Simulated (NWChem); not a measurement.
**Total energies of ammonium (H₄N (+1))**

```
N
H 1 1.0322
H 1 1.0322 2 109.47
H 1 1.0322 2 109.47 3 120.00
H 1 1.0322 2 109.47 3 -120.00
```
Charge +1, spin multiplicity 1.

All runs are NWChem calculations. Structure: optimised with B3LYP/def2-SVP, a minimum by its harmonic frequencies.

Basis set: 6-311G** (42 functions).

```tsv
method	total energy (Ha)
RHF	-56.55738
MP2	-56.75490
B2PLYP	-56.85804
PBE	-56.84226
B3LYP	-56.91998
TPSS	-56.92434
CCSD(T)	-56.77629
```

Total energies of different functionals aren't comparable as a measure of quality: only differences taken within one method are. 

The correlated methods keep 1 core orbital frozen. B3LYP has NWChem's definition, with VWN1-RPA local correlation. The Pople sets run with spherical d functions. No row is a measurement; the coupled-cluster row has its own basis-set and correlation limits.
